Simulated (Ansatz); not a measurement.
A nudged elastic band was laid between two geometries of BF2H + ClH (6 atoms, charge 0, multiplicity 1).

Level of theory: RKS PBE0/def2-SVP (Ansatz 0.2.0).

```json
{
  "movable images": "7",
  "climbing image": "yes",
  "spring": "5.0 eV/Å²",
  "optimiser": "quadratic models (default)",
  "start path": "through a guess of the saddle point",
  "force threshold": "0.05 eV/Å",
  "iteration limit": "60",
  "end points": "relaxed"
}
```

Image 0:

```xyz
6
Properties=species:S:1:pos:R:3
B -0.011 0.399 -0.115
H -0.017 0.737 1.039
F 1.118 0.287 -0.778
F -1.135 0.221 -0.772
Cl 0.077 -2.503 0.989
H 0.097 -2.064 2.198
```

Image 8:

```xyz
6
Properties=species:S:1:pos:R:3
B 0.015 -0.586 -0.556
H 0.020 0.295 2.332
F 1.124 0.102 -0.666
F -1.134 0.037 -0.648
Cl 0.067 -2.311 -0.306
H 0.037 -0.462 2.404
```

**Question.** What changes between the two ends?

**Answer.** Bonds broken: B1–H2, Cl5–H6. Bonds formed: B1–Cl5, H2–H6. BF2H + ClH becomes BClF2 + H2.

**Question.** Give the energies along the band, and the barrier.

**Answer.** The forces met the threshold. The highest image is number 4 of 0 to 8, 21.4 kcal/mol above the first end and 34.7 kcal/mol above the last; the last end lies 13.3 kcal/mol below the first. A vibrational analysis at the climbing image gives one clearly imaginary mode, 935i cm⁻¹: a first-order saddle point. The orbitals stay closed-shell, which can raise the energy where a bond breaks towards radicals; this wasn't checked here.

```
image  path coordinate (Å)  energy (kcal/mol)  B1–H2 (Å)  Cl5–H6 (Å)  B1–Cl5 (Å)
    0                 0.00                0.0       1.20        1.29        3.11
    1                 0.48                0.5       1.20        1.29        3.02
    2                 0.96                2.2       1.21        1.29        2.88
    3                 1.44                8.8       1.22        1.32        2.51
    4                 1.92               21.4       1.32        1.54        2.10
    5                 2.43                2.8       1.66        2.00        1.84
    6                 2.94               -9.4       2.13        2.46        1.76
    7                 3.45              -12.7       2.58        2.90        1.75
    8                 3.96              -13.3       3.02        3.28        1.74
```

**Question.** What is the geometry of the highest image?

**Answer.** 
```xyz
6
Properties=species:S:1:pos:R:3:forces:R:3
B 0.011 -0.191 0.103 0.00 0.00 0.00
H 0.009 0.189 1.370 0.00 0.00 0.00
F 1.153 0.119 -0.489 0.00 0.00 0.00
F -1.153 0.056 -0.476 0.00 0.00 0.00
Cl 0.070 -2.218 0.643 0.00 0.00 0.00
H 0.038 -0.880 1.408 0.00 0.00 0.00
```

**Question.** What are the harmonic wavenumbers there?

**Answer.** 935i, 247, 298, 517, 731, 844, 1093, 1098, 1409, 1463, 1679, 2182 cm⁻¹.

The band took 21 iterations and of the order of 4 core-minutes.

Run time: 2.4 min on 2 threads of AMD EPYC 7R43 64-Core Processor (Zen 3), on a shared host, peak memory 0.14 GiB.
